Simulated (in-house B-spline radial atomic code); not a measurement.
Al⁺. Computed with a B-spline radial atomic code. Model: non-relativistic spherical atom: semilocal Troullier-Martins pseudo-atom, one channel per l, against all electrons, high spin, G0W0 and RPA with empty states to l = 8, local potential for every l without a channel, a model core (radius 0 = none) keeps its share of the functional.

What the tables leave out is listed at the end.

The pseudopotential gives back the lowest level of each angular momentum of its own functional in the configuration it was made in; a second state of the same l is only approximately right. Exact exchange, RPA and GW see the smooth pseudo-orbitals and miss the exchange with the core, for which the functional's share stands in. The column with an uncorrelated core keeps all orbitals and exact exchange, and so separates missing core correlation from pseudisation. Only the three outermost levels and the lowest empty one were computed. RPA here is direct RPA, with no exchange kernel, and its energies carry an (l + 1/2)⁻⁴ tail. A hybrid on a potential with a model core restores only its own semilocal share of the core's exchange.

Command:
```bash
python run_psgw.py task.json out
```
Settings (lengths in bohr, energies in hartree):
```
Z                      13
electrons              12
configuration          [Ne] 3s2
generated_in           [Ne] 3s2 3p1
functional             pbe,pbe
core_shells            2
radius_factor          1.15
core_correction        False
ion_configuration      [Ne] 3s1
```

Cost of the run: 37 s on 1 thread of Arm Neoverse N1 (shared host).

Given: made with PBE; model core radius 0 bohr; local radius 0.993 bohr; mean-field start PBE.

Valence shells of the generating configuration: 2p, 3s, 3p.

Channel: s 2.408, p 0.743 (radii in bohr).

Computed: largest level miss in the spin-unpolarised generating configuration 0.031 eV; valence RPA correlation energy all-electron orbitals -0.44007 hartree; valence RPA correlation energy pseudo -0.52788 hartree; all-electron RPA polarisability, core included 18.334 bohr³; ionisation by mean-field all-electron 18.76 eV; ionisation by mean-field pseudo minus all -0.066 eV; ionisation by RPA pseudo minus all 0.269 eV.

```json
{"level": "3s", "occupied": "1", "mean-field all-electron (eV)": "-14.785", "mean-field pseudo minus all (eV)": "0.035", "G0W0 all-electron (eV)": "-18.974", "G0W0 uncorrelated core minus all (eV)": "-0.036", "G0W0 pseudo minus all (eV)": "-0.299", "exchange self-energy all-electron (eV)": "-12.234", "exchange self-energy pseudo (eV)": "-11.678"}
{"level": "3p (empty)", "occupied": "0", "mean-field all-electron (eV)": "-9.0649", "mean-field pseudo minus all (eV)": "0.073", "G0W0 all-electron (eV)": "-6.3124", "G0W0 uncorrelated core minus all (eV)": "0.012", "G0W0 pseudo minus all (eV)": "0.167", "exchange self-energy all-electron (eV)": "-3.2088", "exchange self-energy pseudo (eV)": "-2.7641"}
```

What is the pseudo-atom RPA polarisability?

18.376 bohr³.

What is the ionisation by RPA all-electron?

19.247 eV.

Given: mean-field start PBE0.

Computed: valence RPA correlation energy all-electron orbitals -0.41599 hartree; all-electron RPA polarisability, core included 16.237 bohr³; pseudo-atom RPA polarisability 15.834 bohr³; ionisation by mean-field all-electron 18.654 eV; ionisation by RPA all-electron 19.048 eV; ionisation by RPA pseudo minus all 0.274 eV.

```
     level  occupied  mean-field all-electron (eV)  mean-field pseudo minus all (eV)  G0W0 all-electron (eV)  G0W0 uncorrelated core minus all (eV)  G0W0 pseudo minus all (eV)  exchange self-energy all-electron (eV)  exchange self-energy pseudo (eV)
        3s         1                       -15.739                             -0.06                 -18.979                                 -0.032                      -0.307                                 -12.111                           -11.805
3p (empty)         0                       -8.2233                             0.154                 -6.2337                                  0.011                        0.21                                  -2.999                           -2.5964
```

What is the ionisation by mean-field pseudo minus all?

0.065 eV.

What is the valence RPA correlation energy pseudo?

-0.50471 hartree.

Given: mean-field start Hartree-Fock.

Computed: valence RPA correlation energy all-electron orbitals -0.36331 hartree; all-electron RPA polarisability, core included 12.759 bohr³; pseudo-atom RPA polarisability 11.398 bohr³; ionisation by mean-field all-electron 17.52 eV; ionisation by mean-field pseudo minus all 0.463 eV; ionisation by RPA pseudo minus all 0.304 eV.

```json
{"level": "3s", "occupied": "1", "mean-field all-electron (eV)": "-17.75", "mean-field pseudo minus all (eV)": "-0.507", "G0W0 all-electron (eV)": "-18.867", "G0W0 uncorrelated core minus all (eV)": "-0.023", "G0W0 pseudo minus all (eV)": "-0.276", "exchange self-energy all-electron (eV)": "-11.719", "exchange self-energy pseudo (eV)": "-12.162"}
{"level": "2p", "occupied": "1", "mean-field all-electron (eV)": "-95.857", "mean-field pseudo minus all (eV)": "5.541", "G0W0 all-electron (eV)": "-93.212", "G0W0 uncorrelated core minus all (eV)": "-0.629", "G0W0 pseudo minus all (eV)": "4.348", "exchange self-energy all-electron (eV)": "-60.261", "exchange self-energy pseudo (eV)": "-49.035"}
{"level": "3p (empty)", "occupied": "0", "mean-field all-electron (eV)": "-5.3089", "mean-field pseudo minus all (eV)": "0.319", "G0W0 all-electron (eV)": "-6.0776", "G0W0 uncorrelated core minus all (eV)": "0.007", "G0W0 pseudo minus all (eV)": "0.358", "exchange self-energy all-electron (eV)": "-2.2475", "exchange self-energy pseudo (eV)": "-1.8891"}
```

What is the ionisation by RPA all-electron?

18.669 eV.

What is the valence RPA correlation energy pseudo?

-0.45328 hartree.

Among the listed levels the largest G0W0 shift of the pseudo-atom is +4.35 eV, for 2p on the Hartree-Fock start, while leaving the core uncorrelated moves that level by -0.63 eV. So pseudisation and the lost core exchange, not the missing core correlation, make the error. Not in the tables (levels of low weight, unsolved or above zero; the highest and the empty levels are kept at any weight): on PBE the G0W0 levels 2p (pseudo minus all +1.95 eV, weights 0.60 and 0.34); on PBE0 the G0W0 levels 2p (pseudo minus all +3.46 eV, weights 0.79 and 0.70).
